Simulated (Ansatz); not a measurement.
The Si4–H5 bond of BeH4OSi (SMILES [BeH][O][SiH3]) is stretched (multiplicity 1, the rest rigid).
Geometry at rest (charge 0, multiplicity 1):
```xyz
7

Be    -1.573    -0.931     1.032
H     -2.566    -1.518     1.683
O     -0.522    -0.309     0.342
Si     0.700     0.414    -0.459
H      0.790    -0.130    -1.834
H      1.979     0.166     0.246
H      0.460     1.874    -0.530
```

Frozen-core correlation.

Programs: Ansatz (Gaussian basis) for Hartree–Fock, density functionals and correlated methods. Values without a source in brackets are computed.

FIC-MRCISD+Q on CASSCF(2,2)/cc-pV(T+d)Z, total energies (hartree):

```tsv
R (Å)	CASSCF	MRCISD	weight c² of the reference
1.481	-380.932146	-381.318686	0.89752
2.592	-380.836081	-381.212694	0.89799
4.740	-380.793452	-381.166374	0.89888
```

Question: Add the Davidson correction (E_MRCISD − E_CASSCF)(1 − c²)/c² and give the energies above the first point at the three levels.

Answer: 
Corrections (hartree): -0.044136, -0.042785, -0.041954. Above the first point (kcal/mol):
- R = 2.592 Å: CASSCF 60.3, MRCISD 66.5, with the correction 67.4
- R = 4.740 Å: CASSCF 87.0, MRCISD 95.6, with the correction 96.9

Ansatz is a first-principles code.
